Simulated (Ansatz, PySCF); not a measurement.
MoH4, SMILES [MoH4] (connectivity only; charge and spin as stated), neutral, multiplicity 3. Atoms are numbered in the order given.

```xyz
5

Mo     0.0000     0.0000     0.0000
H      0.9776     0.9776     0.9776
H     -0.9776     0.9776    -0.9776
H     -0.9776    -0.9776     0.9776
H      0.9776    -0.9776    -0.9776
```
Charge 0, spin multiplicity 3.

Coordinates come from a B3LYP-D3(BJ)/def2-TZVPD optimisation. The multiplicity is an assumed one; other spin states were not compared. The def2 effective core potentials stand for the cores of Mo; spin–orbit coupling is left out.

Two levels are set side by side: PBE-D3(BJ)/def2-TZVPD (Ansatz, a quantum-chemistry and plane-wave program) and B3LYP-D3(BJ)/def2-TZVPD (Ansatz). Each level has its own optimised geometry; the coordinates shown are those of the second. Frequencies come from the Hessian of PySCF at each geometry. Differences are taken from unrounded values.

```
quantity                            B3LYP-D3(BJ)
----------------------------------  ------------
mean bond length (Å)                       1.693
bond Mo1–H2 (Å)                            1.693
bond Mo1–H3 (Å)                            1.693
bond Mo1–H4 (Å)                            1.693
bond Mo1–H5 (Å)                            1.693
highest harmonic wavenumber (cm⁻¹)          1944
mean harmonic wavenumber (cm⁻¹)             1193
zero-point energy (kcal/mol)               15.35
```

Question: What does PBE-D3(BJ) give, and how far is it from B3LYP-D3(BJ)? (The exact figures need the calculation; the answer reports its results.)

Answer: 
```
quantity                            PBE-D3(BJ)  PBE-D3(BJ) minus B3LYP-D3(BJ)
----------------------------------  ----------  -----------------------------
mean bond length (Å)                     1.695                          0.002
bond Mo1–H2 (Å)                          1.695                          0.002
bond Mo1–H3 (Å)                          1.695                          0.002
bond Mo1–H4 (Å)                          1.695                          0.002
bond Mo1–H5 (Å)                          1.695                          0.002
highest harmonic wavenumber (cm⁻¹)        1910                            -33
mean harmonic wavenumber (cm⁻¹)           1173                            -20
zero-point energy (kcal/mol)             15.10                          -0.26
```

Here PBE gives about what the other level gives.
